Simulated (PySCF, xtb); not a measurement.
CH₇BO₂Si, SMILES COB(O)[SiH3].

Geometry optimised at B3LYP-D3(BJ)/def2-SVP. This is a generated structure with no PubChem entry under its InChIKey; it may be hypothetical. Other conformers were not sampled.

Calculation: C-PCM-PBE0/def2-SVP run with PySCF.

The values are the electrostatic part of the solvation free energy, E(continuum) − E(gas) at the gas-phase geometry, in a cavity of scaled van der Waals radii (PySCF's table); cavitation and dispersion terms are not included. In vacuum the orbital gap is 7.79 eV. The dipole moment in vacuum is 1.06 D.

Computed values in water (ε = 78.36), chlorobenzene (ε = 5.70), benzene (ε = 2.27):
| solvent | ε | ΔG(elec) (kcal/mol) | dipole (D) | gap (eV) |
|---|---|---|---|---|
| water | 78.36 | -5.8 | 1.33 | 7.86 |
| chlorobenzene | 5.70 | -4.7 | 1.27 | 7.85 |
| benzene | 2.27 | -3.1 | 1.20 | 7.83 |

For comparison, GFN2-xTB/ALPB(water) (xtb, at the GFN2-xTB geometry, all terms of that model) gives -5.2 kcal/mol.
